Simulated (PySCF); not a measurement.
## La(III) with different ligands

Computed with PySCF 2.14.0, PBE0, def2-SVP on the ligands, density fitting, scalar-relativistic core potentials, no spin-orbit coupling, vacuum. The metal has lcecp-1-SVP with ECP46. Each complex is relaxed within the symmetry of a template of the same shape. Distances are means of the shortest metal–ligand contacts, charges and spins Mulliken's; removal energies are rigid, with the ligand's formal charge and no counterpoise, so too large; for an anion taken off a cation in vacuum most of it is the attraction of opposite charges, and multiply charged cations can part far more cheaply with an electron moved from ligand to metal. lcecp potentials hold a fixed number of 4f electrons in the core, out of states, spins and gaps.

```csv
complex,point group,M–first ligand (Å),charge on M (e),dipole (D),removal of one first-named ligand (eV),"strongest infrared band, degenerate modes summed (cm⁻¹)",unstable modes (below −25 cm⁻¹)
La(OH)3(NH3),"C1, nearly C3v",2.190,1.05,4.20,9.95,–,not given
LaCl3(H2O),Cs,2.624,0.96,5.29,8.62,–,1 (soft)
LaH3(H2O),C1,2.157,0.80,3.79,9.56,1342,0
```

Problem. Order these by the energy to remove one first-named ligand, lowest first.
A. LaF3(NH3)
B. LaF3(H2O)
C. LaH3(NH3)
D. La(OH)3(H2O)
E. La(NH2)3(H2O)

Solution. C (8.55), E (9.47), D (10.03), A (10.51), B (10.57).

Problem. What else do they give?

Solution. 
```json
{"complex": "LaF3(NH3)", "point group": "C3v", "M–first ligand (Å)": "2.149", "charge on M (e)": "1.28", "dipole (D)": "6.33", "removal of one first-named ligand (eV)": "10.51", "strongest infrared band, degenerate modes summed (cm⁻¹)": "525", "unstable modes (below −25 cm⁻¹)": "0"}
{"complex": "La(OH)3(H2O)", "point group": "C1", "M–first ligand (Å)": "2.185", "charge on M (e)": "1.08", "dipole (D)": "4.54", "removal of one first-named ligand (eV)": "10.03", "strongest infrared band, degenerate modes summed (cm⁻¹)": "–", "unstable modes (below −25 cm⁻¹)": "1 (soft)"}
{"complex": "La(NH2)3(H2O)", "point group": "Cs", "M–first ligand (Å)": "2.315", "charge on M (e)": "0.89", "dipole (D)": "4.46", "removal of one first-named ligand (eV)": "9.47", "strongest infrared band, degenerate modes summed (cm⁻¹)": "–", "unstable modes (below −25 cm⁻¹)": "not given"}
{"complex": "LaH3(NH3)", "point group": "C3v", "M–first ligand (Å)": "2.148", "charge on M (e)": "0.69", "dipole (D)": "6.58", "removal of one first-named ligand (eV)": "8.55", "strongest infrared band, degenerate modes summed (cm⁻¹)": "1304", "unstable modes (below −25 cm⁻¹)": "0"}
{"complex": "LaF3(H2O)", "point group": "Cs", "M–first ligand (Å)": "2.142", "charge on M (e)": "1.31", "dipole (D)": "7.00", "removal of one first-named ligand (eV)": "10.57", "strongest infrared band, degenerate modes summed (cm⁻¹)": "530", "unstable modes (below −25 cm⁻¹)": "0"}
```

Members with unstable modes aren't minima as they stand: saddle points kept by symmetry or, where the modes are soft, flat surfaces and noise. Moved off a saddle point of the template and relaxed again: LaH3(H2O). One start shape was tried for each, so a minimum needn't be the lowest isomer.
